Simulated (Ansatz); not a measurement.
Geometry optimisation of `C[N](C)[Zr]([Cl])([Br])[N](C)C`.

```yaml
crystal:
  periodic: [false, false, false]
  atoms:
    - {symbol: C, position_ang: [1.625710, -1.118050, -0.324130]}
    - {symbol: N, position_ang: [1.221300, -0.158320, 0.694070]}
    - {symbol: C, position_ang: [2.373570, 0.630420, 1.121010]}
    - {symbol: Zr, position_ang: [-0.011780, 1.148960, -0.171960]}
    - {symbol: Cl, position_ang: [0.896640, 1.823460, -2.184290]}
    - {symbol: Br, position_ang: [-0.196160, 3.160390, 1.333030]}
    - {symbol: N, position_ang: [-1.840080, 0.393100, -0.320780]}
    - {symbol: C, position_ang: [-2.195920, -0.271840, 0.921910]}
    - {symbol: C, position_ang: [-2.019840, -0.477290, -1.465290]}
    - {symbol: H, position_ang: [2.343110, -1.843060, 0.093400]}
    - {symbol: H, position_ang: [2.118550, -0.630960, -1.193600]}
    - {symbol: H, position_ang: [0.749800, -1.682660, -0.670350]}
    - {symbol: H, position_ang: [3.182170, -0.032390, 1.467630]}
    - {symbol: H, position_ang: [2.790900, 1.256520, 0.293100]}
    - {symbol: H, position_ang: [2.090880, 1.274010, 1.966780]}
    - {symbol: H, position_ang: [-3.258160, -0.563950, 0.914110]}
    - {symbol: H, position_ang: [-1.595920, -1.192760, 1.093160]}
    - {symbol: H, position_ang: [-2.042640, 0.418620, 1.765000]}
    - {symbol: H, position_ang: [-1.662690, 0.027610, -2.374000]}
    - {symbol: H, position_ang: [-1.483440, -1.444780, -1.348510]}
    - {symbol: H, position_ang: [-3.086010, -0.717050, -1.610240]}
basis:
  gaussian: {orbitals: def2-TZVP}
hamiltonian: {xc: pbe0, dispersion: d4}
relax: {f_tol: 0.005, max_steps: 150}
```

```sh
$ ansatz run in.yaml --threads 4 --pin off --events-out ev --progress --plain --max-ram 66560MiB --backend cuda --devices 0, --max-vram 37GiB
```

Output, abridged:

```
Functional definition: PBE0
mean field -91160.20077465 eV, -3350.0755878652 hartree, gradient 4.9e-5 eV, S^2 0.000000; 0 other end points of the search recorded, 0 dependent functions left out
relax step   1: F+E_penalty+E_count = -91160.76121551 eV  Δ(F+E_penalty+E_count) = +0.000e0 eV  max|allowed force component| = 2.185e0 eV/Å  Δτ_max = 0.0000 Å  (34 SCF iters, accepted)
mean field -91160.63437097 eV, -3350.0915222359 hartree, gradient 1.2e-5 eV, S^2 0.000000; 0 other end points of the search recorded, 0 dependent functions left out
relax step   2: F+E_penalty+E_count = -91161.21963031 eV  Δ(F+E_penalty+E_count) = -4.584e-1 eV  max|allowed force component| = 8.811e-1 eV/Å  Δτ_max = 0.1968 Å  (41 SCF iters, accepted)
mean field -91160.85981286 eV, -3350.0998070724 hartree, gradient 2.1e-5 eV, S^2 0.000000; 0 other end points of the search recorded, 0 dependent functions left out
relax step   3: F+E_penalty+E_count = -91161.43891085 eV  Δ(F+E_penalty+E_count) = -2.193e-1 eV  max|allowed force component| = 7.936e-1 eV/Å  Δτ_max = 0.1921 Å  (40 SCF iters, accepted)
mean field -91161.01531035 eV, -3350.1055214999 hartree, gradient 1.9e-5 eV, S^2 0.000000; 0 other end points of the search recorded, 0 dependent functions left out
relax step   4: F+E_penalty+E_count = -91161.58992450 eV  Δ(F+E_penalty+E_count) = -1.510e-1 eV  max|allowed force component| = 4.450e-1 eV/Å  Δτ_max = 0.1957 Å  (39 SCF iters, accepted)
mean field -91161.12820110 eV, -3350.1096701585 hartree, gradient 1.7e-5 eV, S^2 0.000000; 0 other end points of the search recorded, 0 dependent functions left out
relax step   5: F+E_penalty+E_count = -91161.70449719 eV  Δ(F+E_penalty+E_count) = -1.146e-1 eV  max|allowed force component| = 2.833e-1 eV/Å  Δτ_max = 0.1999 Å  (39 SCF iters, accepted)
mean field -91161.16840785 eV, -3350.1111477291 hartree, gradient 1.0e-5 eV, S^2 0.000000; 0 other end points of the search recorded, 0 dependent functions left out
relax step   6: F+E_penalty+E_count = -91161.74099189 eV  Δ(F+E_penalty+E_count) = -3.649e-2 eV  max|allowed force component| = 1.150e-1 eV/Å  Δτ_max = 0.2000 Å  (35 SCF iters, accepted)
mean field -91161.20433886 eV, -3350.1124681693 hartree, gradient 1.8e-5 eV, S^2 0.000000; 0 other end points of the search recorded, 0 dependent functions left out
relax step   7: F+E_penalty+E_count = -91161.77531552 eV  Δ(F+E_penalty+E_count) = -3.432e-2 eV  max|allowed force component| = 1.598e-1 eV/Å  Δτ_max = 0.1923 Å  (34 SCF iters, accepted)
mean field -91161.22661815 eV, -3350.1132869181 hartree, gradient 2.6e-5 eV, S^2 0.000000; 0 other end points of the search recorded, 0 dependent functions left out
relax step   8: F+E_penalty+E_count = -91161.79698883 eV  Δ(F+E_penalty+E_count) = -2.167e-2 eV  max|allowed force component| = 3.211e-1 eV/Å  Δτ_max = 0.1982 Å  (34 SCF iters, accepted)
mean field -91161.24861408 eV, -3350.1140952539 hartree, gradient 1.7e-5 eV, S^2 0.000000; 0 other end points of the search recorded, 0 dependent functions left out
relax step   9: F+E_penalty+E_count = -91161.81810237 eV  Δ(F+E_penalty+E_count) = -2.111e-2 eV  max|allowed force component| = 2.905e-1 eV/Å  Δτ_max = 0.1450 Å  (34 SCF iters, accepted)
mean field -91161.27434655 eV, -3350.1150409046 hartree, gradient 2.0e-5 eV, S^2 0.000000; 0 other end points of the search recorded, 0 dependent functions left out
relax step  10: F+E_penalty+E_count = -91161.84409285 eV  Δ(F+E_penalty+E_count) = -2.599e-2 eV  max|allowed force component| = 2.271e-1 eV/Å  Δτ_max = 0.1953 Å  (33 SCF iters, accepted)
mean field -91161.29079566 eV, -3350.1156453981 hartree, gradient 1.9e-5 eV, S^2 0.000000; 0 other end points of the search recorded, 0 dependent functions left out
relax step  11: F+E_penalty+E_count = -91161.86070459 eV  Δ(F+E_penalty+E_count) = -1.661e-2 eV  max|allowed force component| = 2.636e-1 eV/Å  Δτ_max = 0.1951 Å  (33 SCF iters, accepted)
mean field -91161.30036848 eV, -3350.1159971928 hartree, gradient 1.2e-5 eV, S^2 0.000000; 0 other end points of the search recorded, 0 dependent functions left out
relax step  12: F+E_penalty+E_count = -91161.87100458 eV  Δ(F+E_penalty+E_count) = -1.030e-2 eV  max|allowed force component| = 2.516e-1 eV/Å  Δτ_max = 0.1311 Å  (34 SCF iters, accepted)
mean field -91161.30983111 eV, -3350.1163449382 hartree, gradient 1.0e-5 eV, S^2 0.000000; 0 other end points of the search recorded, 0 dependent functions left out
relax step  13: F+E_penalty+E_count = -91161.88073322 eV  Δ(F+E_penalty+E_count) = -9.729e-3 eV  max|allowed force component| = 2.154e-1 eV/Å  Δτ_max = 0.1239 Å  (34 SCF iters, accepted)
mean field -91161.31452039 eV, -3350.1165172660 hartree, gradient 2.3e-5 eV, S^2 0.000000; 0 other end points of the search recorded, 0 dependent functions left out
relax step  14: F+E_penalty+E_count = -91161.88579157 eV  Δ(F+E_penalty+E_count) = -5.058e-3 eV  max|allowed force component| = 1.569e-1 eV/Å  Δτ_max = 0.0737 Å  (34 SCF iters, accepted)
mean field -91161.31611785 eV, -3350.1165759716 hartree, gradient 1.1e-5 eV, S^2 0.000000; 0 other end points of the search recorded, 0 dependent functions left out
relax step  15: F+E_penalty+E_count = -91161.88774923 eV  Δ(F+E_penalty+E_count) = -1.958e-3 eV  max|allowed force component| = 2.786e-2 eV/Å  Δτ_max = 0.0726 Å  (34 SCF iters, accepted)
mean field -91161.31680066 eV, -3350.1166010644 hartree, gradient 2.4e-5 eV, S^2 0.000000; 0 other end points of the search recorded, 0 dependent functions left out
relax step  16: F+E_penalty+E_count = -91161.88856472 eV  Δ(F+E_penalty+E_count) = -8.155e-4 eV  max|allowed force component| = 3.848e-2 eV/Å  Δτ_max = 0.0697 Å  (33 SCF iters, accepted)
mean field -91161.31725210 eV, -3350.1166176544 hartree, gradient 2.0e-5 eV, S^2 0.000000; 0 other end points of the search recorded, 0 dependent functions left out
relax step  17: F+E_penalty+E_count = -91161.88906211 eV  Δ(F+E_penalty+E_count) = -4.974e-4 eV  max|allowed force component| = 3.381e-2 eV/Å  Δτ_max = 0.0582 Å  (34 SCF iters, accepted)
mean field -91161.31735163 eV, -3350.1166213123 hartree, gradient 2.3e-5 eV, S^2 0.000000; 0 other end points of the search recorded, 0 dependent functions left out
relax step  18: F+E_penalty+E_count = -91161.88939996 eV  Δ(F+E_penalty+E_count) = -3.379e-4 eV  max|allowed force component| = 4.587e-2 eV/Å  Δτ_max = 0.0770 Å  (34 SCF iters, accepted)
mean field -91161.31779314 eV, -3350.1166375373 hartree, gradient 1.6e-5 eV, S^2 0.000000; 0 other end points of the search recorded, 0 dependent functions left out
relax step  19: F+E_penalty+E_count = -91161.88971527 eV  Δ(F+E_penalty+E_count) = -3.153e-4 eV  max|allowed force component| = 2.838e-2 eV/Å  Δτ_max = 0.0294 Å  (35 SCF iters, accepted)
mean field -91161.31778575 eV, -3350.1166372656 hartree, gradient 1.6e-5 eV, S^2 0.000000; 0 other end points of the search recorded, 0 dependent functions left out
relax step  20: F+E_penalty+E_count = -91161.88991226 eV  Δ(F+E_penalty+E_count) = -1.970e-4 eV  max|allowed force component| = 1.872e-2 eV/Å  Δτ_max = 0.0120 Å  (35 SCF iters, accepted)
mean field -91161.31771001 eV, -3350.1166344822 hartree, gradient 1.6e-5 eV, S^2 0.000000; 0 other end points of the search recorded, 0 dependent functions left out
relax step  21: F+E_penalty+E_count = -91161.89002401 eV  Δ(F+E_penalty+E_count) = -1.117e-4 eV  max|allowed force component| = 1.551e-2 eV/Å  Δτ_max = 0.0139 Å  (35 SCF iters, accepted)
mean field -91161.31758708 eV, -3350.1166299649 hartree, gradient 1.7e-5 eV, S^2 0.000000; 0 other end points of the search recorded, 0 dependent functions left out
relax step  22: F+E_penalty+E_count = -91161.89006648 eV  Δ(F+E_penalty+E_count) = -4.247e-5 eV  max|allowed force component| = 1.001e-2 eV/Å  Δτ_max = 0.0109 Å  (36 SCF iters, accepted)
mean field -91161.31751399 eV, -3350.1166272786 hartree, gradient 1.6e-5 eV, S^2 0.000000; 0 other end points of the search recorded, 0 dependent functions left out
relax step  23: F+E_penalty+E_count = -91161.89007836 eV  Δ(F+E_penalty+E_count) = -1.187e-5 eV  max|allowed force component| = 3.006e-3 eV/Å  Δτ_max = 0.0047 Å  (36 SCF iters, accepted)
mean field -91161.31751399 eV, -3350.1166272786 hartree, gradient 1.6e-5 eV, S^2 0.000000; 1 other end points of the search recorded, 0 dependent functions left out
Total energy: -91161.89013134 eV, -3350.1376705783 hartree
Atom 0 at     1.679636    -1.293075     0.445080 Å, force    -0.000381     0.001574     0.000005 eV/Å
Atom 1 at     1.499089     0.129375     0.329534 Å, force    -0.001041    -0.002530     0.000039 eV/Å
Atom 2 at     2.700729     0.886298     0.605510 Å, force     0.000234    -0.000198    -0.000093 eV/Å
Atom 3 at    -0.070082     1.291441    -0.102290 Å, force     0.000303     0.000392     0.000837 eV/Å
Atom 4 at     0.453056     2.617721    -1.999919 Å, force    -0.000391     0.000616     0.000067 eV/Å
Atom 5 at    -0.569937     2.644391     1.997076 Å, force     0.000301     0.000338    -0.000228 eV/Å
Atom 6 at    -1.575427     0.038815    -0.493235 Å, force    -0.001049    -0.001770    -0.001917 eV/Å
Atom 7 at    -2.030394    -0.729515     0.644787 Å, force     0.001633    -0.000396    -0.002890 eV/Å
Atom 8 at    -2.324512    -0.208045    -1.700069 Å, force     0.003006     0.000224     0.002947 eV/Å
Atom 9 at     2.002695    -1.574632     1.456925 Å, force     0.000324    -0.000242     0.000788 eV/Å
Atom 10 at     2.442848    -1.655474    -0.257139 Å, force     0.000547    -0.000256    -0.000446 eV/Å
Atom 11 at     0.747525    -1.816607     0.226343 Å, force    -0.000352    -0.000346     0.000041 eV/Å
Atom 12 at     3.058707     0.714849     1.629054 Å, force     0.000027    -0.000186     0.000313 eV/Å
Atom 13 at     3.507166     0.631543    -0.094421 Å, force    -0.000189     0.000188    -0.000225 eV/Å
Atom 14 at     2.520663     1.965405     0.507521 Å, force    -0.000137     0.000996    -0.000334 eV/Å
Atom 15 at    -3.076236    -0.505465     0.890767 Å, force    -0.001518     0.000688     0.000558 eV/Å
Atom 16 at    -1.943467    -1.808895     0.460966 Å, force    -0.000270    -0.000055    -0.000134 eV/Å
Atom 17 at    -1.435841    -0.499581     1.538302 Å, force     0.000735     0.000554     0.001909 eV/Å
Atom 18 at    -1.940464     0.400120    -2.521280 Å, force     0.000207     0.000707    -0.001125 eV/Å
Atom 19 at    -2.258781    -1.262919    -1.998375 Å, force    -0.000113    -0.000653    -0.000171 eV/Å
Atom 20 at    -3.386984     0.034231    -1.565087 Å, force    -0.001874     0.000355     0.000059 eV/Å
Dipole moment:    -0.010080    -0.866725    -0.054432 e Å
```

Run time 100 s (4 threads of an AMD EPYC 7R13 on a shared host and a share of an NVIDIA H100 80 GB); peak host memory 1.1 GiB.
